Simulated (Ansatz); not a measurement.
Basis-set extrapolation for `FC(F)(F)O[SiH3]` (PBE0-D4/def2-TZVP geometry, frozen core, the Gaussian-basis code of Ansatz). Multiplicity 1, RHF reference.

```csv
,def2-TZVPP,def2-QZVPP
HF,-701.983873,-702.011318
MP2 correlation,-1.252833,-1.364471
CCSD(T) correlation,-1.316652,not run
```

Energies in hartree. Use E(X) = E(∞) + A·exp(−7.88·√X) for Hartree–Fock and E(X) = E(∞) + B·X^(−2.97) for correlation, with X = 3 and 4, and add CCSD(T) minus MP2 of the smaller set to the MP2 limit.

Question: What is the CCSD(T) energy at the basis-set limit?

Answer: HF limit: -702.011318 + (-0.027445) × 0.13774 = -702.01510. MP2 limit: -1.364471 + (-0.111638) × 0.74074 = -1.44717. Higher-order term: -1.316652 − (-1.252833) = -0.06382. Total: -703.52609 hartree, 141.5 kcal/mol below CCSD(T)/def2-TZVPP.
